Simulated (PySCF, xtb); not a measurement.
Complex: NH3 (SMILES N) (first 4 atoms) with H2S (SMILES S); geometry from B3LYP-D3(BJ)/def2-TZVP, rigid monomers moved along the line of their centres of mass till N1···H7 is 3.01 Å.
(charge 0, multiplicity 1):
```xyz
7

N      0.006     0.164     0.325
H     -0.777    -0.461     0.170
H     -0.193     1.032    -0.159
H      0.821    -0.253    -0.111
S      0.820     0.965     4.542
H     -0.151     0.155     4.992
H      0.542     0.696     3.241
```

Counterpoise-corrected where a basis set is named; no monomer relaxation. Rows marked so take none.

Rows in 6-31G* carry no dispersion term and start afresh at each structure (6-31G* with six Cartesian d functions).

Codes used: PySCF for 6-31G* rows; xtb for the GFN methods. Values without a source in brackets are computed.

**Question.** One of these levels gives -9.6 kJ/mol for the interaction energy. Which?
(A) GFN-FF
(B) BP86/6-31G* (no counterpoise)
(C) HF/6-31G* (no counterpoise)

**Answer.** C, HF/6-31G* (no counterpoise). The others give -7.1 (GFN-FF), -11.6 (BP86/6-31G* (no counterpoise))
